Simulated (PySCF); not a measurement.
C₄H₃O, doublet, geometry from GFN2-xTB; TPSS/6-31G** (PySCF).

The PySCF input:
```python
from pyscf import gto, scf, dft

mol = gto.M(
    atom='''
O     0.003210    0.037124    1.100777
C    -0.004705    1.132784    0.306132
C     0.006077   -1.038904    0.290733
C    -0.006685    0.732466   -0.983357
C     0.000199   -0.672687   -1.022982
H    -0.008057    2.094604    0.774367
H     0.012330   -2.003975    0.757835
H     0.000727   -1.309578   -1.881567
''',
    basis='6-31g**',
    charge=0,
    spin=1,
    verbose=4,
)

mf = dft.UKS(mol)
mf.xc = 'tpss'
mf.diis_space = 2
mf.kernel()
mf.analyze()
```

What the program printed (banner, timings and long lists left out):

```
PySCF version 2.14.0

[INPUT] verbose = 4
[INPUT] num. atoms = 8
[INPUT] num. electrons = 35
[INPUT] charge = 0
[INPUT] spin (= nelec alpha-beta = 2S) = 1
[INPUT] symmetry False subgroup None
[INPUT] Mole.unit = angstrom
[INPUT] Symbol           X                Y                Z      unit          X                Y                Z       unit  Magmom
[...]
nuclear repulsion = 153.517591403733
number of shells = 39
number of NR pGTOs = 156
number of NR cGTOs = 85
basis = 6-31g**
ecp = {}

******** <class 'pyscf.dft.uks.UKS'> ********
method = UKS
initial guess = minao
damping factor = 0
level_shift factor = 0
DIIS = <class 'pyscf.scf.diis.CDIIS'>
diis_start_cycle = 1
diis_space = 2
diis_damp = 0
SCF conv_tol = 1e-09
SCF conv_tol_grad = None
SCF max_cycles = 50
direct_scf = True
direct_scf_tol = 1e-13
number electrons alpha = 18  beta = 17
XC library pyscf.dft.libxc version 7.1.2
    S. Lehtola, C. Steigemann, M. J. T. Oliveira, and M. A. L. Marques,  SoftwareX 7, 1–5 (2018)
XC functionals = tpss
    J. Tao, J. P. Perdew, V. N. Staroverov, and G. E. Scuseria,  Phys. Rev. Lett. 91, 146401 (2003)
    J. P. Perdew, J. Tao, V. N. Staroverov, and G. E. Scuseria,  J. Chem. Phys. 120, 6898 (2004)
    J. Tao, J. P. Perdew, V. N. Staroverov, and G. E. Scuseria,  Phys. Rev. Lett. 91, 146401 (2003)
    J. P. Perdew, J. Tao, V. N. Staroverov, and G. E. Scuseria,  J. Chem. Phys. 120, 6898 (2004)
radial grids:
    Treutler-Ahlrichs [JCP 102, 346 (1995); DOI:10.1063/1.469408] (M4) radial grids

becke partition: Becke, JCP 88, 2547 (1988); DOI:10.1063/1.454033
pruning grids: <function nwchem_prune>
grids dens level: 3
symmetrized grids: False
atomic radii adjust function: <function treutler_atomic_radii_adjust>
small_rho_cutoff = 0
Set gradient conv threshold to 3.16228e-05
tot grids = 99984
init E= -230.183921805852

cycle= 1 E= -229.316453357133  delta_E= 0.867  |g|= 0.328  |ddm|= 2.18
cycle= 2 E= -229.249464399571  delta_E= 0.067  |g|= 0.531  |ddm|= 0.695
cycle= 3 E= -229.35725634274  delta_E= -0.108  |g|= 0.138  |ddm|= 0.443
cycle= 4 E= -229.347321658173  delta_E= 0.00993  |g|= 0.188  |ddm|= 0.286
cycle= 5 E= -229.362922876696  delta_E= -0.0156  |g|= 0.084  |ddm|= 0.213
cycle= 6 E= -229.357421002184  delta_E= 0.0055  |g|= 0.149  |ddm|= 0.141
cycle= 7 E= -229.361279990682  delta_E= -0.00386  |g|= 0.0949  |ddm|= 0.154
cycle= 8 E= -229.357029554332  delta_E= 0.00425  |g|= 0.128  |ddm|=  0.2
cycle= 9 E= -229.363391081467  delta_E= -0.00636  |g|= 0.0822  |ddm|= 0.127
cycle= 10 E= -229.350844078798  delta_E= 0.0125  |g|= 0.178  |ddm|= 0.195
cycle= 11 E= -229.363101750782  delta_E= -0.0123  |g|= 0.0747  |ddm|= 0.197
cycle= 12 E= -229.359359025839  delta_E= 0.00374  |g|= 0.121  |ddm|= 0.149
cycle= 13 E= -229.362112576813  delta_E= -0.00275  |g|= 0.0898  |ddm|= 0.126
cycle= 14 E= -229.353760413957  delta_E= 0.00835  |g|= 0.148  |ddm|= 0.211
cycle= 15 E= -229.362688995683  delta_E= -0.00893  |g|= 0.0839  |ddm|= 0.173
cycle= 16 E= -229.351211126848  delta_E= 0.0115  |g|= 0.177  |ddm|= 0.199
cycle= 17 E= -229.360674946496  delta_E= -0.00946  |g|= 0.0986  |ddm|= 0.201
cycle= 18 E= -229.351596461262  delta_E= 0.00908  |g|= 0.161  |ddm|= 0.233
cycle= 19 E= -229.359018763624  delta_E= -0.00742  |g|= 0.12  |ddm|= 0.195
cycle= 20 E= -229.338717423559  delta_E= 0.0203  |g|= 0.227  |ddm|= 0.291
cycle= 21 E= -229.356617788061  delta_E= -0.0179  |g|= 0.131  |ddm|= 0.274
cycle= 22 E= -229.331918657069  delta_E= 0.0247  |g|= 0.262  |ddm|= 0.323
cycle= 23 E= -229.350334218863  delta_E= -0.0184  |g|= 0.172  |ddm|= 0.304
cycle= 24 E= -229.321104277939  delta_E= 0.0292  |g|= 0.28  |ddm|= 0.406
cycle= 25 E= -229.343237523589  delta_E= -0.0221  |g|= 0.216  |ddm|= 0.361
cycle= 26 E= -229.281313829529  delta_E= 0.0619  |g|= 0.408  |ddm|= 0.502
cycle= 27 E= -229.331713647472  delta_E= -0.0504  |g|= 0.247  |ddm|= 0.489
cycle= 28 E= -229.250349655345  delta_E= 0.0814  |g|= 0.48  |ddm|= 0.601
cycle= 29 E= -229.307930091098  delta_E= -0.0576  |g|= 0.335  |ddm|= 0.558
cycle= 30 E= -229.208943009461  delta_E= 0.099  |g|= 0.521  |ddm|= 0.755
cycle= 31 E= -229.27238413275  delta_E= -0.0634  |g|= 0.44  |ddm|= 0.695
cycle= 32 E= -229.067445047745  delta_E= 0.205  |g|= 0.767  |ddm|= 0.942
cycle= 33 E= -229.221013154305  delta_E= -0.154  |g|= 0.503  |ddm|= 0.938
cycle= 34 E= -228.855196340672  delta_E= 0.366  |g|= 1.03  |ddm|=  1.2
cycle= 35 E= -229.090258851226  delta_E= -0.235  |g|= 0.722  |ddm|= 1.15
cycle= 36 E= -228.670667526558  delta_E= 0.42  |g|= 1.08  |ddm|= 1.53
cycle= 37 E= -228.7399390166  delta_E= -0.0693  |g|= 1.16  |ddm|= 1.52
cycle= 38 E= -228.083050025971  delta_E= 0.657  |g|= 1.57  |ddm|= 2.04
cycle= 39 E= -228.208799929566  delta_E= -0.126  |g|=  1.4  |ddm|= 2.15
cycle= 40 E= -224.843454228489  delta_E= 3.37  |g|= 2.84  |ddm|= 3.54
cycle= 41 E= -225.02309368558  delta_E= -0.18  |g|= 2.59  |ddm|= 5.29
cycle= 42 E= -211.985802917865  delta_E=   13  |g|= 4.19  |ddm|=  9.4
cycle= 43 E= -213.291274743171  delta_E= -1.31  |g|= 4.65  |ddm|= 14.7
cycle= 44 E= -198.4639427138  delta_E= 14.8  |g|= 5.77  |ddm|= 19.1
cycle= 45 E= -195.082658632058  delta_E= 3.38  |g|= 6.06  |ddm|= 21.9
cycle= 46 E= -171.67462227487  delta_E= 23.4  |g|= 6.32  |ddm|= 26.4
cycle= 47 E= -183.414424606332  delta_E= -11.7  |g|= 6.51  |ddm|= 28.2
cycle= 48 E= -180.272477990558  delta_E= 3.14  |g|= 6.64  |ddm|= 25.2
cycle= 49 E= -163.749807718645  delta_E= 16.5  |g|= 6.32  |ddm|= 28.7
cycle= 50 E= -181.201441691961  delta_E= -17.5  |g|= 6.58  |ddm|= 30.1
SCF not converged.
SCF energy = -181.201441691961 after 50 cycles  <S^2> = 0.7504586  2S+1 = 2.0004586
**** SCF Summaries ****
Total Energy =                        -181.201441691961293
Nuclear Repulsion Energy =             153.517591403732638
One-electron Energy =                 -606.981520481275879
Two-electron Energy =                  272.262487385581949
Two-electron Coulomb Energy =          307.148070329694747
DFT Exchange-Correlation Energy =      -34.885582944112791
**** MO energy ****
                             alpha | beta                alpha | beta
[...]
To work with the spin densities directly, `use mulliken_meta_spin()` only printing them here.

 ** Mulliken spin pop alpha/beta on meta-lowdin orthogonal AOs **
 ** Mulliken Spin Density (per AO)  **
spin_pop of  0 O 1s        0.00000
spin_pop of  0 O 2s        0.00078
spin_pop of  0 O 3s       -0.00000
spin_pop of  0 O 2px       0.00001
spin_pop of  0 O 2py       0.01009
spin_pop of  0 O 2pz       0.00010
spin_pop of  0 O 3px      -0.00067
spin_pop of  0 O 3py       0.01112
spin_pop of  0 O 3pz       0.00976
spin_pop of  0 O 3dxy      0.00006
spin_pop of  0 O 3dyz      0.00091
spin_pop of  0 O 3dz^2     0.00449
spin_pop of  0 O 3dxz      0.00005
spin_pop of  0 O 3dx2-y2    0.03848
spin_pop of  1 C 1s       -0.00000
spin_pop of  1 C 2s        0.00079
spin_pop of  1 C 3s        0.00167
spin_pop of  1 C 2px       0.00003
spin_pop of  1 C 2py       0.00565
spin_pop of  1 C 2pz       0.00254
spin_pop of  1 C 3px      -0.00002
spin_pop of  1 C 3py       0.00491
spin_pop of  1 C 3pz       0.00016
spin_pop of  1 C 3dxy     -0.00001
spin_pop of  1 C 3dyz      0.00003
spin_pop of  1 C 3dz^2     0.00004
spin_pop of  1 C 3dxz     -0.00000
spin_pop of  1 C 3dx2-y2    0.00004
spin_pop of  2 C 1s        0.00000
spin_pop of  2 C 2s        0.03193
spin_pop of  2 C 3s        0.10488
spin_pop of  2 C 2px       0.00020
spin_pop of  2 C 2py       0.01646
spin_pop of  2 C 2pz       0.00015
spin_pop of  2 C 3px      -0.00025
spin_pop of  2 C 3py       0.07028
spin_pop of  2 C 3pz       0.00296
spin_pop of  2 C 3dxy      0.00097
spin_pop of  2 C 3dyz      0.01190
spin_pop of  2 C 3dz^2     0.29097
spin_pop of  2 C 3dxz     -0.00066
spin_pop of  2 C 3dx2-y2    0.02726
spin_pop of  3 C 1s       -0.00001
spin_pop of  3 C 2s        0.00011
spin_pop of  3 C 3s        0.00013
spin_pop of  3 C 2px       0.00000
spin_pop of  3 C 2py       0.00007
spin_pop of  3 C 2pz       0.00468
spin_pop of  3 C 3px      -0.00000
spin_pop of  3 C 3py       0.00011
spin_pop of  3 C 3pz       0.00214
spin_pop of  3 C 3dxy      0.00000
spin_pop of  3 C 3dyz      0.00018
spin_pop of  3 C 3dz^2     0.00002
spin_pop of  3 C 3dxz     -0.00000
spin_pop of  3 C 3dx2-y2    0.00001
spin_pop of  4 C 1s        0.00006
spin_pop of  4 C 2s        0.12886
spin_pop of  4 C 3s        0.00031
spin_pop of  4 C 2px       0.00028
spin_pop of  4 C 2py       0.13828
spin_pop of  4 C 2pz       0.02718
spin_pop of  4 C 3px       0.00002
spin_pop of  4 C 3py       0.00881
spin_pop of  4 C 3pz       0.00279
spin_pop of  4 C 3dxy     -0.00000
spin_pop of  4 C 3dyz      0.01259
spin_pop of  4 C 3dz^2     0.00408
spin_pop of  4 C 3dxz     -0.00004
spin_pop of  4 C 3dx2-y2    0.00243
spin_pop of  5 H 1s        0.00019
spin_pop of  5 H 2s        0.00002
spin_pop of  5 H 2px      -0.00000
spin_pop of  5 H 2py       0.00004
spin_pop of  5 H 2pz       0.00006
spin_pop of  6 H 1s       -0.00042
spin_pop of  6 H 2s       -0.00135
spin_pop of  6 H 2px       0.00004
spin_pop of  6 H 2py      -0.00127
spin_pop of  6 H 2pz       0.00628
spin_pop of  7 H 1s        0.01388
spin_pop of  7 H 2s        0.00099
spin_pop of  7 H 2px       0.00000
spin_pop of  7 H 2py       0.00006
spin_pop of  7 H 2pz       0.00031
 ** Mulliken Spin Density (per atom)  **
spin density of  0 O =      0.07518
spin density of  1 C =      0.01584
spin density of  2 C =      0.55706
spin density of  3 C =      0.00744
spin density of  4 C =      0.32565
spin density of  5 H =      0.00032
spin density of  6 H =      0.00327
spin density of  7 H =      0.01524
 ** Mulliken pop alpha/beta on meta-lowdin orthogonal AOs **
 ** Mulliken pop       alpha | beta **
In total            18.00000 | 17.00000
 ** Mulliken atomic charges   ( Nelec_alpha | Nelec_beta ) **
charge of  0O =     -2.25142  (     5.16330      5.08812 )
charge of  1C =      3.81553  (     1.10016      1.08431 )
charge of  2C =     -8.73854  (     7.64780      7.09074 )
charge of  3C =      3.97792  (     1.01476      1.00732 )
charge of  4C =      3.19918  (     1.56324      1.23759 )
charge of  5H =      0.99681  (     0.00175      0.00144 )
charge of  6H =     -1.97399  (     1.48863      1.48536 )
charge of  7H =      0.97451  (     0.02036      0.00512 )
Dipole moment(X, Y, Z, Debye): -0.75079, 103.67972, -75.89328
```

The run did not converge; its last values are not results.
